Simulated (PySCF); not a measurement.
Al(H)(Me)2(HOMe), C3H11AlO, singlet (GFN2-xTB optimised geometry):

```
16

Al    -0.177    -0.565     0.000
H     -0.875    -1.835    -0.640
C     -1.248     1.131     0.000
H     -1.247     1.694     0.941
H     -2.303     0.937    -0.231
H     -0.904     1.835    -0.765
C      1.829    -0.565     0.000
H      2.303    -0.232     0.931
H      2.241     0.077    -0.785
H      2.230    -1.566    -0.198
C     -0.431    -1.023     3.089
O     -0.601    -1.339     1.720
H     -1.396    -0.942     3.595
H      0.073    -0.060     3.122
H      0.187    -1.770     3.590
H     -1.046    -2.182     1.584
```

Method: PBE0/def2-TZVP (PySCF).

What are the frontier orbital energies and the dipole moment?

HOMO-2 -9.27 eV, HOMO-1 -7.12 eV, HOMO -6.88 eV, LUMO 0.06 eV, LUMO+1 0.89 eV; dipole moment 4.90 D.

On the same geometry PBE/def2-TZVP in PySCF gives HOMO-2 -7.84 eV, HOMO-1 -5.86 eV, HOMO -5.62 eV, LUMO -0.83 eV, LUMO+1 0.12 eV; dipole moment 4.80 D.

Meta-Löwdin charges at PBE0/def2-TZVP: Al1 0.64, H2 -0.22, C3 -0.67, H4 0.11, H5 0.12, H6 0.12, C7 -0.67, H8 0.11, H9 0.12, H10 0.12, C11 -0.13, O12 -0.43, H13 0.13, H14 0.15, H15 0.13, H16 0.38.
